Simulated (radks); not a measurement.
Results of a calculation; reference values are marked as such.
Excited configurations of Tl2+: one electron is placed in a higher orbital outside [Xe] 4f14 5d10. The ground configuration is [Xe] 4f14 5d10 6s1. Level of theory: scalar-relativistic Kohn-Sham, LDA (Slater exchange, Perdew-Wang correlation), spin-polarised, spherical densities, finite nucleus; open shells are filled with parallel spins first (spin-orbit coupling, left out, can overturn this in heavy ions); Fermi nuclear charge, rms radius 5.4759 fm (a radial shooting solver on a logarithmic mesh with Libxc functionals). Excitation = E - E(ground); binding = E(ion) - E, where the ion is the core of charge +3; n* = 3/sqrt(2 binding) in atomic units, and the quantum defect is n - n*.

outer orbital	excitation (eV)	binding (eV)	n*	quantum defect	eigenvalue (eV)	<r> (bohr)
6p	9.556	21.225	2.402	3.598	-17.654	2.838
6d	18.769	12.012	3.193	2.807	-9.902	4.328
6f	25.156	5.625	4.666	1.334	-4.641	8.981
7s	17.655	13.126	3.054	3.946	-11.322	4.864
7p	20.405	10.376	3.435	3.565	-8.901	5.852
7d	23.725	7.056	4.166	2.834	-5.995	8.036

The Delta-SCF ionisation energy is 30.781 eV (NIST Atomic Spectra Database: 29.852 eV, measured). Self-interaction in the functional shifts the binding energies and quantum defects, so they are the method's values and not measured ones.
